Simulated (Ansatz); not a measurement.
Input file for Ansatz (an electronic-structure program): R-CCSD(T)/def2-SVP on CH6GeTe (SMILES C[Te][GeH3]), a point of a torsion scan. Elements past Kr take the def2 small-core potentials; no spin–orbit coupling. The run froze 24 orbitals, filled d shells among them.

Ansatz 0.2 input:
```yaml
crystal:
  periodic: [false, false, false]
  atoms:
    - {symbol: C, position_ang: [1.71723805, -0.13952567, 0.15228396]}
    - {symbol: Te, position_ang: [0.46940463, 0.87873054, -1.29432674]}
    - {symbol: Ge, position_ang: [-1.62967226, 0.15564850, -0.12748115]}
    - {symbol: H, position_ang: [1.50334100, -1.20045519, 0.15141716]}
    - {symbol: H, position_ang: [2.75010803, 0.01669693, -0.12549170]}
    - {symbol: H, position_ang: [1.54834959, 0.26286971, 1.14263314]}
    - {symbol: H, position_ang: [-1.74173401, 0.63032114, 1.29481750]}
    - {symbol: H, position_ang: [-1.80807153, -1.33479077, -0.04015654]}
    - {symbol: H, position_ang: [-2.84424326, 0.67384756, -0.83041016]}
basis:
  gaussian:
    orbitals: def2-SVP
magnetization: {spin_polarized: false}
correlation: {method: ccsd_t, electrons: outside_noble_gas}
scf: {lower_state_search: off}
```

The log:

```
WARN ansatz: RAYON_NUM_THREADS=1 ignored (pool sized by the plan → 1); use --threads N
Functional definition: HF
these checks for a lower state are left out or cut short: stability, starts, cluster_reference, orbital_swaps, neighbouring_geometries, increment
integrals: 0.15 GiB planned
1105 factors; integrals over basis functions are off by at most 1.6e-3 eV
mean field: 0.39 GiB planned
mean field evaluation 1: about -64855.1636 eV, gradient 1.9e1 eV
mean field evaluation 2: about -64855.2108 eV, gradient 1.9e1 eV
mean field evaluation 4: about -64856.4189 eV, gradient 2.7e0 eV
mean field evaluation 8: about -64856.4407 eV, gradient 1.0e-1 eV
mean field -64856.44079087 eV, -2383.4302377899 hartree, gradient 2.2e-6 eV, S^2 0.000000; 0 other end points of the search recorded, 0 dependent functions left out
24 core orbitals not correlated
reference -64856.44079087 eV, -2383.4302377899 hartree; 10, 10 occupied and 68, 68 virtual orbitals, 1105 factors
second order -9.46984057 eV of doubles, -0.00000000 eV of singles
coupled cluster: 0.28 GiB planned
cycle   1  -10.40645289 eV  change   -9.4e-1 eV  update   8.0e-2
cycle   2  -10.77239139 eV  change   -3.7e-1 eV  update   2.5e-2
cycle   3  -10.81408775 eV  change   -4.2e-2 eV  update   8.0e-3
cycle   4  -10.81341030 eV  change    6.8e-4 eV  update   2.3e-3
cycle   5  -10.81304150 eV  change    3.7e-4 eV  update   6.7e-4
cycle   6  -10.81291344 eV  change    1.3e-4 eV  update   2.2e-4
cycle   7  -10.81291982 eV  change   -6.4e-6 eV  update   7.1e-5
cycle   8  -10.81292475 eV  change   -4.9e-6 eV  update   2.6e-5
cycle   9  -10.81291791 eV  change    6.8e-6 eV  update   7.8e-6
perturbative correction -0.30677954 eV, -0.0112739400 hartree
Total energy: -64867.56048831 eV, -2383.8388791336 hartree
Checks for a lower state left out: stability, starts, cluster_reference, orbital_swaps, neighbouring_geometries, increment
```

Self-consistency was reached.

Cost: around 5 core-seconds (rough).
